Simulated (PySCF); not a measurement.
Diatomic anions of Ca with group 14

CCSD(T) with double-zeta basis sets in PySCF, for the lowest determinant that a PBE0 search found; no spin–orbit coupling. De refers to high-spin ground-configuration atoms (the charge goes to the atom of lower measured ionisation energy or higher electron affinity, which is not always the lowest computed limit).

```tsv
M	basis	reference, frozen orbitals	charged atom	state (unpaired electrons)	Re (Å)	ωe (cm⁻¹)	De (eV)
C	def2-SVPD	UHF, 6	C−	quartet (σ ↑, π ↑↑)	2.436	396	n/a
Si	def2-SVPD	UHF, 10	Si−	quartet (σ ↑, π ↑↑)	3.058	196	n/a
Sn	def2-SVPD	ROHF, 9	Sn−	quartet (σ ↑, π ↑↑)	3.318	126	1.15
```

The shortest bond is that of CaC⁻ (2.436 Å), the longest that of CaSn⁻ (3.318 Å).

Down a group the atoms grow and get heavier, so bonds lengthen and wavenumbers fall; this series shows no clear exception.

Correlated steps freeze the inner cores (6 to 10 orbitals); shallow outer-core shells are correlated. UHF and ROHF references stand side by side, which adds small steps between rows. Correlated levels converge slowly with the basis: in double zeta they bind strong bonds too weakly, by up to about 1 eV, and carry superposition errors of some tenths. These are scalar-relativistic numbers at best; spin–orbit coupling would shift them, the dissociation energy most. For an ion De counts to the pair picked by the measured ionisation energies or electron affinities, which need not be the lowest pair at this level. States were picked by a PBE0 search and need not be the measured ground states.
